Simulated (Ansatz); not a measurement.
Mulliken charges of `[GaH3-][AsH3+]` from r2SCAN/def2-TZVPP in Ansatz (PBE0-D4/def2-TZVP geometry).

```csv
atom,x (Å),y (Å),z (Å),charge (e)
Ga1,-0.484,0.148,-1.471,0.117
As2,0.365,-0.118,1.036,0.114
H3,0.423,-0.988,-2.076,-0.096
H4,-1.997,-0.167,-1.168,-0.096
H5,-0.038,1.648,-1.639,-0.096
H6,1.005,1.047,1.751,0.019
H7,1.421,-1.139,1.379,0.019
H8,-0.604,-0.488,2.132,0.019
```

**Question.** By hand: the dipole of these point charges (1 e Å = 4.8032 D).

**Answer.** Σ q r = (0.174, -0.054, 0.515) e Å, of length 0.546 e Å = 2.62 D.

**Question.** How does the dipole of the full density compare? (Best estimate.)

**Answer.** The calculation gave: (0.241, -0.075, 0.712) e Å, 3.63 D; the point charges give 0.72 times that, at 0° from its direction.

Point charges leave out the atoms' own dipoles, such as those of lone pairs, and Mulliken's split depends on the basis, so the two needn't agree.
